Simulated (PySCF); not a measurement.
Molecule: SMILES CC=C=CB(C)C, C6H11B.

Geometry (Å), atoms numbered from 1 in this order:
```xyz
18

C     3.1152   -0.7908   -0.5482
C     2.2097    0.0720    0.2824
C     1.1142    0.6134   -0.1480
C    -0.0234    1.1022   -0.5686
B    -1.3728    0.3527   -0.4464
C    -2.6804    1.0550   -0.9901
C    -1.4481   -1.0854    0.1978
H     3.1855   -1.7875   -0.1118
H     2.7363   -0.8779   -1.5633
H     4.1182   -0.3656   -0.5785
H     2.5253    0.2415    1.3046
H    -0.0011    2.0905   -1.0195
H    -2.7785    2.0731   -0.6150
H    -3.5976    0.5226   -0.7498
H    -2.6338    1.1417   -2.0762
H    -2.0695   -1.0664    1.0928
H    -0.4802   -1.4945    0.4770
H    -1.9276   -1.7904   -0.4805
```

Frames of a GFN2-xTB Langevin trajectory at 600 K; GIAO PBE0/pcSseg-1 shieldings in PySCF 2.14, gas phase, non-relativistic; equivalent atoms averaged within each frame.

δ = σ(ref) − σ, references computed at the same level: $^{13}$C (σ = 186.93 ppm) and $^{1}$H (σ = 31.72 ppm) vs TMS; BF3·OEt2 for $^{11}$B (σ = 100.07 ppm). The references are static minima.

How do the shifts (ppm) fluctuate along the trajectory?

Results:


| time (fs) | C3 | C4 | C2 | C6/C7 | C1 | B5 | H12 | H11 | H8/H9/H10 | H13/H14/H15/H16/H17/H18 |
| --- | --- | --- | --- | --- | --- | --- | --- | --- | --- | --- |
| 250 | 231.5 | 96.1 | 83.2 | 20.0 | 17.9 | 74.7 | 5.60 | 5.14 | 2.18 | 2.10 |
| 425 | 230.5 | 91.5 | 86.8 | 22.3 | 10.3 | 79.9 | 6.17 | 6.62 | 1.25 | 1.84 |
| 625 | 222.1 | 91.7 | 91.2 | 23.0 | 19.3 | 76.3 | 6.11 | 5.38 | 1.89 | 1.96 |
| 800 | 222.8 | 101.6 | 83.3 | 21.0 | 21.1 | 84.4 | 7.15 | 3.78 | 2.63 | 1.29 |
| 1000 | 216.7 | 97.3 | 78.6 | 16.6 | 18.4 | 82.4 | 6.27 | 5.41 | 2.62 | 1.39 |
| mean of frames | 224.7 | 95.6 | 84.6 | 20.6 | 17.4 | 79.5 | 6.26 | 5.26 | 2.11 | 1.72 |
| standard deviation | 6.2 | 4.2 | 4.7 | 2.5 | 4.1 | 4.1 | 0.56 | 1.01 | 0.57 | 0.36 |

5 frames give an uncertainty of the mean of about the standard deviation over 2.2 at best, since frames this close in time may not be independent; classical motion lacks zero-point vibration, and the reference would need the same averaging.
